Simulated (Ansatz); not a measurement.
Reaction (redistribution): `C[N](C)[Mg][F]` + `C[CH2][In]([Cl])[Cl]` → `C[CH2][Mg][F]` + `C[N](C)[In]([Cl])[Cl]`

Isolated molecules relaxed with PBE0-D4/def2-TZVP in Ansatz; ΔE leaves out vibrations. CCSD(T)/CBS is the MP2 limit (def2-TZVPP, def2-QZVPP) plus CCSD(T) − MP2 in def2-TZVPP, frozen cores. Functionals use def2-TZVPP. HSE06 is defined as in plane-wave codes. def2 core potentials past Kr. For In, Mg outer-core shells are correlated without core-valence functions, which leaves a few kJ/mol of doubt a bond. One conformer a species, not always the lowest.

```
             level  ΔE (kJ/mol)  difference from CCSD(T)/CBS
            PBE-D4         50.8                          2.1
            B97M-V         50.0                          1.3
        r2SCAN0-D4         57.1                          8.4
      CAM-B3LYP-D4         51.3                          2.6
          PBE-QIDH         53.3                          4.6
            revPBE         55.4                          6.7
            r2SCAN         57.2                          8.5
              PBE0         54.2                          5.5
           r2SCANh         57.5                          8.8
             HSE06         54.1                          5.4
           LC-ωPBE         51.0                          2.3
     CCSD/def2-SVP         56.7                          8.0
    MP2/def2-TZVPP         53.4                          4.7
SCS-MP2/def2-TZVPP         53.5                          4.8
   CCSD/def2-TZVPP         52.3                          3.6
      HF/CBS(def2)         57.3                          8.6
       CCSD(T)/CBS         48.7                            0
```

Largest T1 diagnostic among the species: 0.014.

Leaving LDA and LC-ωPBE aside and taking each functional with its dispersion term where it has one, the values spread over 7.0 kJ/mol, from B97M-V to r2SCAN0-D4. LDA lies −4.6 kJ/mol from PBE without D4. At CCSD(T), def2-SVP lies +6.7 kJ/mol from the extrapolated value and def2-TZVPP +1.6 kJ/mol.
